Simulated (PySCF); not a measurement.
**Working out the ionisation energy of Au**

Au [Xe] 4f14 5d10 6s1 (2S) → Au⁺ [Xe] 4f14 5d10 (1S). Computed with PySCF 2.14 in aug-cc-pwCVDZ-PP with ECP60MDF (6s6p5d3f, 70 functions), with scalar relativity through the core potential. Frozen: nothing. Energies in hartree (1 hartree = 27.21139 eV):

```csv
part,Au (lower),Au⁺ (upper)
UHF,-134.780776,-134.498494
MP2 opposite-spin,-0.374703,-0.338864
MP2 same-spin,-0.190794,-0.166930
```

What does Hartree-Fock give?

(-134.498494) − (-134.780776) = 0.282282 hartree = 7.681 eV.

What do MP2 and SCS-MP2 (6/5 opposite-spin, 1/3 same-spin) give?

The opposite-spin parts differ by 0.975 eV and the same-spin parts by 0.649 eV. MP2: 7.681 + (0.975) + (0.649) = 9.305 eV. SCS-MP2: 7.681 + 1.2 × (0.975) + (0.649)/3 = 9.067 eV.

Measured between the centres of the two terms (NIST): 9.226 eV, so MP2 (valence and next inner shell) is off by 0.079 eV.

A double-zeta basis recovers only part of the correlation energy.

What remains against the reference includes basis incompleteness and correlation beyond second order.
